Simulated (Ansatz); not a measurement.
Consider the cleavage of the Si–Si bond: `F[SiH2]O[SiH2][SiH3]` + `[OH][Sn][Cl]` → `[SiH3][O][Sn][Cl]` + `F[SiH2]O[SiH3]`.

Computed with Ansatz on PBE0-D4/def2-TZVP structures; ΔE is electronic, products minus reactants. CBS: MP2 limit from def2 TZ/QZ plus the TZ coupled-cluster correction, frozen cores. Functionals use def2-TZVPP. B3LYP here is the variant with VWN-RPA as its local correlation; programs differ in this. def2 core potentials past Kr. For Sn outer-core shells are correlated without core-valence functions, which leaves a few kJ/mol of doubt a bond. One conformer a species, not always the lowest.

Is it downhill or uphill in electronic energy at CCSD(T)/CBS, and by how much? (Best estimate.)

Ansatz gave: Downhill: ΔE = -118.1 kJ/mol.

What do these levels give: B3LYP-D4, ωB97X-V, ωB97M-V, PBE, r2SCAN, MP2/def2-TZVPP, CCSD(T)/def2-TZVPP, HF/def2-QZVPP, MP2/def2-QZVPP, SCS-MP2/def2-QZVPP, HF/CBS(def2), MP2/CBS(def2)? (Best estimate.)

The calculation gave: B3LYP-D4 -116.5, ωB97X-V -114.3, ωB97M-V -119.6, PBE -87.7, r2SCAN -107.8, MP2/def2-TZVPP -128.8, CCSD(T)/def2-TZVPP -119.3, HF/def2-QZVPP -148.9, MP2/def2-QZVPP -128.6, SCS-MP2/def2-QZVPP -132.8, HF/CBS(def2) -149.1, MP2/CBS(def2) -127.6 kJ/mol.

Largest T1 diagnostic among the species: 0.017.

From PBE to PBE0 (25 % exact exchange), in def2-TZVPP and without D4, ΔE moves by −10.8 kJ/mol. In def2-TZVPP, CCSD(T) changes the Hartree–Fock value by +28.2 kJ/mol (the triples alone add +3.8 kJ/mol) and MP2 by +18.7 kJ/mol.
